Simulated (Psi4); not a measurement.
C4H5, charge -1, singlet, geometry from GFN2-xTB (a gas-phase anion, which may not be bound at this level); Psi4 with CCSD(T)/STO-3G.

Input for Psi4:
```
memory 2 GB

molecule mol {
-1 1
  C    -0.003359   -0.713136    0.730145
  C     0.058079    0.679917    0.791595
  C    -0.058679   -0.807129   -0.661348
  C     0.003381    0.717752   -0.734871
  H    -0.006971   -1.479675    1.514966
  H    -0.487048    1.361164    1.458534
  H     0.486429   -1.492445   -1.324122
  H     0.893770    1.137841   -1.231763
  H    -0.882716    1.208692   -1.170736
}

set basis sto-3g
set reference rhf
set freeze_core true
set mp2_type conv
set scf_type pk
set puream true
set d_convergence 1e-8

energy('ccsd(t)')
print_variables()
```

It wrote (shortened):

```
   => Loading Basis Set <=

    Name: STO-3G
    Role: ORBITAL
    Keyword: BASIS

         ---------------------------------------------------------
                                   SCF
               by Justin Turney, Rob Parrish, Andy Simmonett
                          and Daniel G. A. Smith
                              RHF Reference
         ---------------------------------------------------------

  ==> Geometry <==

    Molecular point group: c1
    Full point group: C1

    Geometry (in Angstrom), charge = -1, multiplicity = 1:

       Center              X                  Y                   Z               Mass
    ------------   -----------------  -----------------  -----------------  -----------------
         C           -0.003294049945    -0.699375986349     0.716056573737    12.000000000000
         C            0.058143950055     0.693677013651     0.777506573737    12.000000000000
         C           -0.058614049945    -0.793368986349    -0.675436426263    12.000000000000
         C            0.003445950055     0.731512013651    -0.748959426263    12.000000000000
         H           -0.006906049945    -1.465914986349     1.500877573737     1.007825032230
         H           -0.486983049945     1.374924013651     1.444445573737     1.007825032230
         H            0.486493950055    -1.478684986349    -1.338210426263     1.007825032230
         H            0.893834950055     1.151601013651    -1.245851426263     1.007825032230
         H           -0.882651049945     1.222452013651    -1.184824426263     1.007825032230

  Running in c1 symmetry.

  Rotational constants: A =      0.46706  B =      0.44714  C =      0.24250 [cm^-1]
  Rotational constants: A =  14001.97235  B =  13404.95768  C =   7269.93181 [MHz]
  Nuclear repulsion =  106.247389040294138

  Charge       = -1
  Multiplicity = 1
  Electrons    = 30
  Nalpha       = 15
  Nbeta        = 15

  ==> Algorithm <==

  SCF Algorithm Type is PK.
  DIIS enabled.
  MOM disabled.
  Fractional occupation disabled.
  Guess Type is SAD.
  Energy threshold   = 1.00e-08
  Density threshold  = 1.00e-08
  Integral threshold = 1.00e-12

  ==> Primary Basis <==

  Basis Set: STO-3G
    Blend: STO-3G
    Number of shells: 17
    Number of basis functions: 25
    Number of Cartesian functions: 25
    Spherical Harmonics?: true
    Max angular momentum: 1

  ==> Integral Setup <==

  Using in-core PK algorithm.
   Calculation information:
      Number of atoms:                   9
      Number of AO shells:              17
      Number of primitives:             51
      Number of atomic orbitals:        25
      Number of basis functions:        25

      Integral cutoff                 1.00e-12
      Number of threads:                 1

  Performing in-core PK
  Using 105950 doubles for integral storage.
  We computed 11468 shell quartets total.
  Whereas there are 11781 unique shell quartets.

  ==> DiskJK: Disk-Based J/K Matrices <==

    J tasked:                  Yes
    K tasked:                  Yes
    wK tasked:                  No
    Schwarz Cutoff:          1E-12

  Minimum eigenvalue in the overlap matrix is 1.6975408624E-01.
  Reciprocal condition number of the overlap matrix is 6.4605201109E-02.
    Using symmetric orthogonalization.

  ==> Pre-Iterations <==

  SCF Guess: Superposition of Atomic Densities via on-the-fly atomic UHF (no occupation information).

   -------------------------
    Irrep   Nso     Nmo
   -------------------------
     A         25      25
   -------------------------
    Total      25      25
   -------------------------

  ==> Iterations <==

                        Total Energy        Delta E     RMS |[F,P]|

   @RHF iter SAD:  -149.37297880394357   -1.49373e+02   0.00000e+00
   @RHF iter   1:  -152.16065499063114   -2.78768e+00   8.20303e-03 ADIIS/DIIS
   @RHF iter   2:  -152.19264687611116   -3.19919e-02   1.87894e-03 ADIIS/DIIS
   @RHF iter   3:  -152.19460188323649   -1.95501e-03   7.68492e-04 ADIIS/DIIS
[...]
  @RHF Final Energy:  -152.19499190292726
    Total Energy =                       -152.1949919029272564
[...]
     3        -0.272777021098114    9.387e-03    0.015077    0.067809    0.067809    0.220684
     4        -0.273020710658876    3.182e-03    0.015584    0.070037    0.070037    0.223886
     5        -0.272971892227310    6.315e-04    0.015654    0.070354    0.070354    0.224243
     6        -0.272959092510597    2.016e-04    0.015668    0.070417    0.070417    0.224275
     7        -0.272958815861834    7.779e-05    0.015676    0.070451    0.070451    0.224303
     8        -0.272958521914623    1.586e-05    0.015676    0.070455    0.070455    0.224300
     9        -0.272958215365510    4.663e-06    0.015677    0.070455    0.070455    0.224300
    10        -0.272958167107743    1.608e-06    0.015677    0.070456    0.070456    0.224300
    11        -0.272958187903526    4.043e-07    0.015677    0.070456    0.070456    0.224300
    12        -0.272958213532823    1.085e-07    0.015677    0.070456    0.070456    0.224300
    13        -0.272958213634673    2.932e-08    0.015677    0.070456    0.070456    0.224300

    Iterations converged.

    Largest TIA Amplitudes:
              9   0        -0.0602373430
              7   0         0.0232225234
              5   0         0.0190608369
              2   0         0.0127582770
              6   0         0.0089921688
              9   1        -0.0078997384
              9   8        -0.0076273758
              6   7        -0.0071896319
              9   3         0.0069495996
             10   2        -0.0066444736

    Largest TIjAb Amplitudes:
     10  10   0   0        -0.1417871906
      9   9   0   0        -0.0928987224
      3   3   2   2        -0.0345937643
      6  10   5   0         0.0340953229
     10   6   0   5         0.0340953229
      5   5   3   3        -0.0311984010
      7   7   1   1        -0.0302160319
      6   9   8   0         0.0296825487
      9   6   0   8         0.0296825487
      8   8   5   5        -0.0293914736

    SCF energy       (wfn)                    = -152.194991902927256
    Reference energy (file100)                = -152.194991902927313

    Opposite-spin MP2 correlation energy      =   -0.186359212565809
    Same-spin MP2 correlation energy          =   -0.036663642193635
    Singles MP2 correlation energy            =   -0.000000000000000
    MP2 correlation energy                    =   -0.223022854759444
      * MP2 total energy                      = -152.418014757686763

    Opposite-spin CCSD correlation energy     =   -0.241638747496591
    Same-spin CCSD correlation energy         =   -0.031319466138082
    Singles CCSD correlation energy           =    0.000000000000000
    CCSD correlation energy                   =   -0.272958213634673
      * CCSD total energy                     = -152.467950116561980

            **************************
            *                        *
            *        CCTRIPLES       *
            *                        *
            **************************

    Wave function   =    CCSD_T
    Reference wfn   =      RHF

    Nuclear Rep. energy (wfn)                =  106.247389040294138
    SCF energy          (wfn)                = -152.194991902927256
    Reference energy    (file100)            = -152.194991902927313
    CCSD energy         (file100)            =   -0.272958213634673
    Total CCSD energy   (file100)            = -152.467950116561980

    Number of ijk index combinations:              286
    Approx. words needed per explicit thread:            4000
    Number of threads for explicit ijk threading:    1

    MKL num_threads set to 1 for explicit threading.

    (T) energy                                =   -0.007419099342431
      * CCSD(T) total energy                  = -152.475369215904408

  Variable Map:
  ----------------------------------------------------------------------------
[...]
  Array Variable Map:
  ----------------------------------------------------------------------------
[...]
[...]
```
